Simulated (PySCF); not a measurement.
## MCs for M along group 15

r²SCAN with double-zeta basis sets in PySCF, for the lowest determinant that a PBE0 search found; no spin–orbit coupling. De refers to high-spin ground-configuration atoms. A positive dipole means M(−)Cs(+).

```json
{"M": "P", "basis": "def2-SVP", "state (unpaired electrons)": "triplet (π ↑↑)", "Re (Å)": "3.368", "ωe (cm⁻¹)": "159", "De (eV)": "1.24", "μ (D)": "8.74"}
{"M": "As", "basis": "def2-SVP", "state (unpaired electrons)": "triplet (π ↑↑)", "Re (Å)": "3.468", "ωe (cm⁻¹)": "112", "De (eV)": "1.24", "μ (D)": "9.20"}
{"M": "Sb", "basis": "def2-SVP", "state (unpaired electrons)": "triplet (π ↑↑)", "Re (Å)": "3.693", "ωe (cm⁻¹)": "90.1", "De (eV)": "1.17", "μ (D)": "10.12"}
{"M": "Bi", "basis": "def2-SVP", "state (unpaired electrons)": "triplet (π ↑↑)", "Re (Å)": "3.774", "ωe (cm⁻¹)": "75.2", "De (eV)": "1.04", "μ (D)": "9.58"}
```

Question: By what factor does the harmonic wavenumber vary along the series?

Answer: At r²SCAN it runs from 75.2 cm⁻¹ (CsBi) to 159 cm⁻¹ (CsP), a factor of 2.11.

Down a group the atoms grow and get heavier, so bonds lengthen and wavenumbers fall; this series shows no clear exception.

These are scalar-relativistic numbers at best; spin–orbit coupling would shift them, the dissociation energy most. States were picked by a PBE0 search and need not be the measured ground states.
